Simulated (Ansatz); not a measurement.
Stepwise reaction of `[NH2][Sn]([NH2])([F])[F]` with ammonia, as a gas-phase model of exchange steps in deposition or etching. ΔE in kJ/mol; ΔG adds harmonic PBE0-D4 terms to CCSD(T)/CBS, at 1 bar.

Isolated molecules relaxed with PBE0-D4/def2-TZVP in Ansatz; ΔE leaves out vibrations. CBS: MP2 limit from def2 TZ/QZ plus the TZ coupled-cluster correction, frozen cores. This one scheme is used for every species. Functionals use def2-TZVPP. B3LYP here is the variant with VWN-RPA as its local correlation; programs differ in this. Elements past krypton have def2 core potentials. For Sn outer-core shells are correlated without core-valence functions, which leaves a few kJ/mol of doubt a bond. One conformer a species, not always the lowest.

```
step                                                                   reaction  PBE-D4  B3LYP-D4  ωB97M-V  CCSD(T)/CBS  ΔG(500 K)
   2  `[NH2][Sn]([NH2])([NH2])[F]` + NH₃ → `[NH2][Sn]([NH2])([NH2])[NH2]` + H–F    72.5      74.4     72.4         63.8       67.8
```

(1) Give the row of step 1, `[NH2][Sn]([NH2])([F])[F]` + NH₃ → `[NH2][Sn]([NH2])([NH2])[F]` + H–F. (An estimate is asked.)

(2) By hand: ΔE of the 2 steps together at CCSD(T)/CBS.

Answers

(1) Ansatz gave: 
```json
{"step": "1", "reaction": "`[NH2][Sn]([NH2])([F])[F]` + NH₃ → `[NH2][Sn]([NH2])([NH2])[F]` + H–F", "PBE-D4": "57.0", "B3LYP-D4": "59.6", "ωB97M-V": "57.7", "CCSD(T)/CBS": "51.6", "ΔG(500 K)": "50.7"}
```

(2) (51.6) + (63.8) = 115.4 kJ/mol, or 57.7 kJ/mol a step.

In ΔE each step is higher than the one before. All are uphill at CCSD(T)/CBS. ΔG lies between 50.7 and 67.8 kJ/mol a step. PBE-D4 differs from CCSD(T)/CBS by 5.4 to 8.7 kJ/mol a step. Isolated molecules leave out the surface, adducts and barriers. Largest T1 diagnostic: 0.014.
